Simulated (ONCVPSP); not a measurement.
beryllium: one change to an ONCV potential, before and after

Be (Z = 4), optimised norm-conserving Vanderbilt (ONCV), made with ONCVPSP 4.0.1 (LDA (Perdew-Wang 92), scalar-relativistic). Core [He], reference 2s2. Waves: 2s: rc 2.00 bohr, ncon 4, nbas 8, qcut 3.9 1/bohr, 2 projectors, debl 3 Ha; p scattering state at 0.14 Ha: rc 1.75 bohr, ncon 3, nbas 7, qcut 4.8 1/bohr, 1 projector; d scattering state at 0.2 Ha: rc 1.70 bohr, ncon 3, nbas 7, qcut 6.3 1/bohr, 2 projectors, debl 2.8 Ha. Local part: polynomial inside 1.65 bohr (lpopt 2, dvloc0 0 Ha). Core correction: none.

In the p channel the program set the typed energies aside and used 0.050 Ha.

Change: s: qcut 2.6; p: qcut 3.2; d: qcut 4.2.

Cutoffs: the cutoffs (Ha) at which the residual kinetic energy of the hardest occupied pseudo-wave falls to 1 and 0.1 mHa per electron; they do not see the model core or the augmentation charge, which bear on the density cutoff. Errors are all-electron minus pseudo energies relative to the spin-unpolarised reference configuration.

Q: What does the change do?

A: The potential gets harder (5.3 Ha and 7.6 Ha → 8.2 Ha and 38 Ha); of the 3 tests that both files solve, the error grows in 0 and shrinks in 2 by more than 15 % and 0.3 meV (median size 2.5 → 2.1 meV); neither file shows a bound ghost.

| quantity | base | changed |
| --- | --- | --- |
| cutoff, loose | 5.3 Ha | 8.2 Ha |
| cutoff, tight | 7.6 Ha | 38 Ha |
| bound ghosts | none | none |
| GHOST(+) flags under 300 eV | none | none |
| tests with a reliable result | 3 of 4 | 3 of 4 |
| error for 2s1, meV [ΔE 9.51 eV] | +17 | +14 |
| error for 2s1.5, meV [ΔE 3.75 eV] | +2.5 | +2.0 |
| error for 2s1 2p1, meV [ΔE 3.52 eV] | +2.0 | +2.1 |
| s: phases at 2.03 bohr within 0.05 rad from the reference energy up to (Ha; the scan ends near 5) | to the end of the scan | to the end of the scan |
| p: phases at 1.78 bohr within 0.05 rad from the reference energy up to (Ha; the scan ends near 5) | 2.0 | 1.8 |
| d: phases at 1.73 bohr within 0.05 rad from the reference energy up to (Ha; the scan ends near 5) | to the end of the scan | to the end of the scan |

Base: The cutoffs count occupied waves only; projector 2 of the s channel, the hardest unoccupied one, needs 15 Ha at the loose tolerance. Changed file: The cutoffs count occupied waves only; projector 2 of the s channel, the hardest unoccupied one, needs 41 Ha at the loose tolerance.
